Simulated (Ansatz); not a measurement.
Stretching the Si3–H4 bond in H4SiSn (SMILES [SiH3][SnH]) (multiplicity 1 held, fragments rigid). Energies count from the point at 1.489 Å.
Geometry at that point (charge 0, multiplicity 1):
| atom | x (Å) | y (Å) | z (Å) |
|---|---|---|---|
| Sn | 0.0224 | 0.5398 | 0.4343 |
| H | -0.4134 | 1.5187 | -0.9877 |
| Si | -0.0383 | -1.6023 | -1.1589 |
| H | 0.9401 | -1.4462 | -2.2703 |
| H | -1.3883 | -1.7535 | -1.7684 |
| H | 0.2796 | -2.8778 | -0.4649 |

Signs of static correlation in def2-SVP, with CASSCF(2,2), from Ansatz (a quantum-chemistry and plane-wave program) runs.

```
R (Å)  T1 of restricted CCSD  ⟨S²⟩ of UHF  largest double amplitude of restricted CCSD  weight of the CASSCF reference in MRCISD  CASSCF natural occupations
-----  ---------------------  -----------  -------------------------------------------  ----------------------------------------  --------------------------
1.191                  0.014        0.230                                        0.074                                     0.893                   1.99 0.01
1.340                  0.014        0.222                                        0.073                                     0.893                   1.99 0.01
1.489                  0.014        0.212                                        0.073                                     0.893                   1.98 0.02
1.638                  0.014        0.203                                        0.072                                     0.893                   1.97 0.03
1.787                  0.015        0.194                                        0.072                                     0.893                   1.96 0.04
2.010                  0.017        0.202                                        0.071                                     0.893                   1.93 0.07
2.233                  0.020        0.545                                        0.073                                     0.892                   1.89 0.11
2.606                  0.030          [?]                                        0.113                                     0.891                   1.77 0.23
2.978                  0.046        1.155                                          [?]                                     0.890                   1.61 0.39
3.424                  0.066        1.225                                        0.470                                     0.889                   1.39 0.61
4.020                  0.085        1.251                                        0.731                                     0.888                   1.19 0.81
4.764                  0.094        1.257                                        0.896                                     0.888                   1.07 0.93
```

Q: Complete the blanks.

A: 
- 2.606, ⟨S²⟩ of UHF: 0.991
- 2.978, largest double amplitude of restricted CCSD: 0.236

Doubts at one or more of the structures used: a restricted determinant that unrestricted orbitals would lower (R-CCSD(T)/def2-SVP); other coupled-cluster roots lie near (R-CCSD(T)/def2-SVP); T1 above 0.05 (R-CCSD(T)/def2-SVP, U-CCSD(T)/def2-SVP); a spin-contaminated determinant (U-CCSD(T)/def2-SVP).
